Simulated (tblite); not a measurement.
C6H10N (doublet state).
Bonds: C1–C2 (double), C2–C3, C3–C4 (double), C3–C5, C5–N6, N6–C7. Hydrogens: H8, H9 on C1; H10 on C2; H11, H12 on C4; H13, H14 on C5; H15, H16, H17 on C7.

Structure optimised with GFN2-xTB, isolated species. This method treats the open shell by occupation alone, without spin polarisation.

Problem. Give the optimised bond lengths and angles.

Solution. 
| bond | length (Å) | order |
| --- | --- | --- |
| C1=C2 | 1.326 | double |
| C2–C3 | 1.455 | single |
| C3=C4 | 1.331 | double |
| C3–C5 | 1.524 | single |
| C5–N6 | 1.413 | single |
| N6–C7 | 1.410 | single |
| C1–H8 | 1.077 | single |
| C1–H9 | 1.080 | single |
| C2–H10 | 1.084 | single |
| C4–H11 | 1.077 | single |
| C4–H12 | 1.078 | single |
| C5–H13, C5–H14 | 1.099 | single |
| C7–H15, C7–H16, C7–H17 | 1.097 | single |

Bonds in one row agree within 0.01 Å and their mean is given. Orders are formal, as drawn. A selection of angles:
| angle | degrees |
| --- | --- |
| C2–C1–H8 | 122.1 |
| C2–C1–H9 | 120.5 |
| H8–C1–H9 | 117.4 |
| C1–C2–C3 | 124.3 |
| C1–C2–H10 | 120.6 |
| C3–C2–H10 | 115.0 |
| C2–C3–C4 | 121.8 |
| C2–C3–C5 | 116.7 |
| C4–C3–C5 | 121.5 |
| C3–C4–H11 | 122.5 |
| C3–C4–H12 | 121.3 |
| H11–C4–H12 | 116.2 |
| C3–C5–N6 | 113.8 |
| C3–C5–H13 | 106.9 |
| C3–C5–H14 | 108.9 |
| N6–C5–H13 | 110.7 |
| N6–C5–H14 | 107.5 |
| H13–C5–H14 | 109.0 |
| C5–N6–C7 | 115.9 |
| N6–C7–H15 | 114.7 |
| N6–C7–H16 | 108.6 |
| H15–C7–H16 | 108.1 |
| H15–C7–H17 | 110.1 |
| H16–C7–H17 | 106.2 |

Dihedral angles: C1–C2–C3–C4 -166° (antiperiplanar); C2–C3–C5–N6 -59° (synclinal); C3–C5–N6–C7 -65° (synclinal). The mirror-image conformer, all signs reversed, is as good.

C3 (carbon bonded to 3 C) is planar (angles 121.8°, 121.5° and 116.7°, sum 360.0°, 0.01 Å off the plane of its three neighbours). C1 (carbon bonded to C and 2 H) is planar (angles 122.1°, 120.5° and 117.4°, sum 360.0°, 0.01 Å off the plane of its three neighbours). Of the pairs four or more bonds apart, N6···H9 is among the closest relative to their van der Waals radii: 2.19 Å, 80 % of the sum of Bondi's values. The C–C distances run from 1.326 Å (C1=C2, drawn double) to 1.524 Å (C3–C5, drawn single), a spread of 0.198 Å. C2 (carbon bonded to 2 C and H) is planar (angles 124.3°, 120.6° and 115.0°, sum 360.0°, 0.01 Å off the plane of its three neighbours). C4 (carbon bonded to C and 2 H) is planar (angles 122.5°, 121.3° and 116.2°, sum 360.0°, 0.00 Å off the plane of its three neighbours).

Point group: C1 (no symmetry element, even within 0.4 Å). Its lowest GFN2-xTB frequency is 15 cm⁻¹, too small to tell a flat minimum from a shallow saddle.

Time: 0.33 s wall. Hardware: one thread of an Arm Neoverse V1, shared host with 32 logical CPUs at a one-minute load of 10. That covers the optimisation of the geometry.

The numbers are calculated, not measured.
